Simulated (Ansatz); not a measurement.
Problem. Name a neutral molecule of C, Cl, Si and H with LUMO energy (PBE/def2-TZVPP) between -2.35 and -2.05 eV and size of the dipole moment (PBE/def2-TZVPP) between 2.25 and 2.55 D (Ansatz, PBE0-D4/def2-TZVP geometry).

Solution. `[SiH3]C1=CC1Cl` (-2.07 eV, 2.34 D). Other molecules can fit too; these were computed, each in one conformer that needn't be the lowest.
